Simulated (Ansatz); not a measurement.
`[OH][GeH]([F])[SiH2]Cl` and `[CH3][GeH]([OH])[F]` differ in one atom or group.

Ansatz, PBE0-D4/def2-TZVP geometries, multiplicity 1. Each molecule was computed in one conformer, which needn't be the lowest.

Scalar relativity is left out up to krypton.

```
                               property  `[OH][GeH]([F])[SiH2]Cl`
  HOMO energy (ωB97M-V/def2-TZVPP) / eV                    -10.43
    HOMO–LUMO gap (PBE/def2-TZVPP) / eV                      5.11
HOMO–LUMO gap (ωB97M-V/def2-TZVPP) / eV                     11.09
  LUMO energy (ωB97M-V/def2-TZVPP) / eV                      0.65
   HOMO–LUMO gap (PBE0/def2-TZVPP) / eV                      7.21
      LUMO energy (PBE/def2-TZVPP) / eV                     -1.97
```

(1) Give the same properties after the change, and the shifts. (An estimate is asked.)

## Answers

(1) Computed: 
```tsv
property	`[CH3][GeH]([OH])[F]`	shift
HOMO energy (ωB97M-V/def2-TZVPP) / eV	-11.24	-0.81
HOMO–LUMO gap (PBE/def2-TZVPP) / eV	7.02	1.91
HOMO–LUMO gap (ωB97M-V/def2-TZVPP) / eV	13.49	2.40
LUMO energy (ωB97M-V/def2-TZVPP) / eV	2.25	1.60
HOMO–LUMO gap (PBE0/def2-TZVPP) / eV	9.57	2.36
LUMO energy (PBE/def2-TZVPP) / eV	-0.29	1.68
```

With PBE0 the HOMO falls by 0.56 eV and the LUMO rises by 1.80 eV, so the gap widens by about 2.36 eV. PBE moves the HOMO by -0.24 eV and ωB97M-V by -0.81 eV.
